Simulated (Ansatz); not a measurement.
(MeSi)4O6 adamantane (C4H12O6Si4), relaxed as a singlet with RKS r2SCAN-D4/def2-SVP in Ansatz, starting from the GFN2-xTB geometry. Force threshold 0.03 eV/Å.

Start:

```xyz
26

Si    0.563   -1.478   -0.643
C     1.179   -3.092   -1.343
O     1.470   -0.193   -1.097
Si    1.007    1.271   -0.530
C     2.106    2.662   -1.107
O     0.967    1.120    1.099
Si    0.027   -0.075    1.704
C     0.055   -0.154    3.566
O     0.553   -1.453    0.994
O    -1.470    0.191    1.096
Si   -1.597    0.279   -0.533
C    -3.340    0.585   -1.116
O    -0.967   -1.122   -1.100
O    -0.552    1.450   -0.995
H     0.529   -3.904   -1.049
H     2.176   -3.306   -0.983
H     1.207   -3.051   -2.423
H     1.667    3.165   -1.958
H     3.077    2.285   -1.398
H     2.246    3.388   -0.317
H     0.942   -0.667    3.911
H    -0.811   -0.685    3.937
H     0.051    0.841    3.988
H    -3.971   -0.264   -0.889
H    -3.359    0.749   -2.184
H    -3.755    1.457   -0.630
```

Problem. Estimate the energy that the relaxation releases and the steps that it takes.

Solution. 11.7 kcal/mol, in 13 steps; 2.1 min on 4 threads of Arm Neoverse V2 on a shared host. The force fell under the threshold at step 4, but the optimiser went on and released 0.011 eV more. No frequencies were taken in this run, so the end may be a saddle point.

Problem. Does the start keep its bonding?

Solution. By distances, no bond broke or formed. The bond that changes most is Si1–Si11, from 2.79 to 2.86 Å (atoms count from 1).

Problem. Predict the relaxed structure.

Solution. 
Cartesian coordinates in Å:
```
Si 0.562 -1.518 -0.676
C 1.149 -3.104 -1.382
O 1.495 -0.201 -1.135
Si 1.042 1.303 -0.541
C 2.132 2.664 -1.107
O 1.008 1.130 1.128
Si 0.039 -0.090 1.751
C 0.078 -0.184 3.581
O 0.559 -1.499 1.002
O -1.495 0.201 1.135
Si -1.643 0.306 -0.534
C -3.359 0.624 -1.092
O -1.008 -1.130 -1.128
O -0.559 1.499 -1.002
H 0.504 -3.933 -1.054
H 2.179 -3.312 -1.055
H 1.133 -3.064 -2.482
H 2.085 2.763 -2.202
H 3.175 2.466 -0.818
H 1.819 3.618 -0.657
H 1.100 -0.393 3.933
H -0.584 -0.987 3.939
H -0.256 0.767 4.022
H -4.026 -0.187 -0.764
H -3.400 0.688 -2.190
H -3.730 1.572 -0.673
```
Bond lengths: 12 × O–Si 1.68 Å; 4 × C–Si 1.83 Å; 12 × C–H 1.10 Å.
